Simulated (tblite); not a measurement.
C₉H₆ClN.
InChI=1S/C9H6ClN/c10-9-2-1-8-6-11-4-3-7(8)5-9/h1-6H

Level: GFN2-xTB in tblite, geometry and Hessian alike; calculated harmonic values, unscaled, isolated species. Errors from tens to a few hundred cm⁻¹ against measured bands are possible.

Harmonic wavenumbers (cm⁻¹): 90.8, 158.7, 207.1, 251.8, 333.4, 335.8, 394.0, 431.5, 502.6, 509.8, 585.0, 612.6, 626.3, 731.8, 784.2, 806.4, 842.1, 855.8, 871.0, 895.5, 912.6, 918.3, 918.5, 1089.7, 1090.9, 1150.4, 1179.4, 1206.5, 1219.1, 1245.6, 1302.5, 1343.1, 1379.0, 1397.2, 1437.0, 1485.1, 1549.9, 1586.2, 1590.4, 3044.9, 3066.8, 3085.4, 3090.0, 3098.0, 3104.2.

A = 2851, B = 584.9, C = 485.3 MHz; mass 163.019 u (most abundant isotopes); point group Cs, symmetry number 1.

Zero-point energy?

Half the sum of the wavenumbers: 26658 cm⁻¹ = 76.22 kcal/mol.

What is S at 350 K and 1 bar for an ideal gas of classical rigid rotors and harmonic oscillators?

Translation 42.00, rotation 30.84, vibration 23.91: S = 96.8 cal/(mol K).

And Cp and H(350 K) − H(0)?

Cp = 40.71 cal/(mol K), of which vibrations give 32.76 (their classical limit is 45 R = 89.4); H(350 K) − H(0) = 7.81 kcal/mol without the zero-point energy, 5.02 from vibrations.

Blend soft modes into free rotors: weight 1/[1 + (100 cm⁻¹/ν̃)⁴] for the oscillator and the rest for a rotor with moment μB/(μ + B), μ = h/(8π²ν), B = 10⁻⁴⁴ kg m². What vibrational entropy results?

23.38 cal/(mol K) in place of 23.91, which changes −T·S at 350 K by +0.19 kcal/mol.

Which modes carry the vibrational entropy at 350 K?

90.8 cm⁻¹: 3.96; 158.7 cm⁻¹: 2.87; 207.1 cm⁻¹: 2.37; 251.8 cm⁻¹: 2.01; 333.4 cm⁻¹: 1.51; 335.8 cm⁻¹: 1.50 cal/(mol K); the other 39 give 9.71 together.

How do the functions run with temperature in this model?

| T (K) | S (cal/(mol K)) | Cp (cal/(mol K)) | H − H(0) (kcal/mol) | G − H(0) (kcal/mol) | ln q(vib) |
| --- | --- | --- | --- | --- | --- |
| 150 | 72.8 | 19.0 | 1.84 | -9.07 | 1.18 |
| 250 | 85.0 | 29.8 | 4.27 | -16.97 | 2.85 |
| 298.15 | 90.7 | 35.2 | 5.84 | -21.20 | 3.76 |
| 400 | 102.5 | 45.7 | 9.97 | -31.04 | 5.86 |
| 600 | 124.2 | 60.9 | 20.75 | -53.75 | 10.27 |
| 900 | 151.6 | 74.1 | 41.21 | -95.26 | 16.83 |

q(vib) and H(0) count from the zero-point level.

Hindered rotation and anharmonicity are outside this model.
